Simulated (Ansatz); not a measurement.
Species, as SMILES: [Cl][Ga] (Cl-Ga) (closed-shell singlet).
Atoms: Ga1, Cl2. Bonds: Ga1-Cl2.

Basis-set convergence of the highest harmonic wavenumber at B3LYP with Ansatz (an electronic-structure program). Each level at its own minimum, finite differences of forces, unscaled; the reference is a large set that could be run, not a limit. All functions are spherical. The program fits the integrals of some runs and decomposes those of others, by size. No added dispersion term, no relativity. Reference: the value in pcseg-3, 344 cm⁻¹. Deviations are taken from unrounded values.

| basis | functions | highest harmonic wavenumber (cm⁻¹) |
|---|---|---|
| pcseg-1 | 45 | 341 |
| aug-pcseg-1 | 63 | 336 |
| cc-pV(D+d)Z | 50 | 349 |
| aug-cc-pV(D+d)Z | 68 | 338 |
| def2-SVP | 50 | 367 |
| def2-SVPD | 65 | 341 |
| pcseg-2 | 77 | 344 |
| aug-pcseg-2 | 109 | 343 |
| cc-pV(T+d)Z | 82 | 348 |
| aug-cc-pV(T+d)Z | 114 | 345 |
| def2-TZVP | 85 | 350 |
| def2-TZVPD | 100 | 346 |
| def2-TZVPP | 90 | 350 |
| def2-TZVPPD | 105 | 346 |

What the diffuse functions change, pair by pair:
- pcseg-1 to aug-pcseg-1: 18 more functions, deviation -4 to -8 cm⁻¹
- cc-pV(D+d)Z to aug-cc-pV(D+d)Z: 18 more functions, deviation 5 to -6 cm⁻¹
- def2-SVP to def2-SVPD: 15 more functions, deviation 22 to -3 cm⁻¹
- pcseg-2 to aug-pcseg-2: 32 more functions, deviation 0 to -1 cm⁻¹
- cc-pV(T+d)Z to aug-cc-pV(T+d)Z: 32 more functions, deviation 4 to 1 cm⁻¹
- def2-TZVP to def2-TZVPD: 15 more functions, deviation 6 to 2 cm⁻¹
- def2-TZVPP to def2-TZVPPD: 15 more functions, deviation 6 to 2 cm⁻¹

They bring the value nearer the reference by more than 1 cm⁻¹ in 4 of 7 pairs.
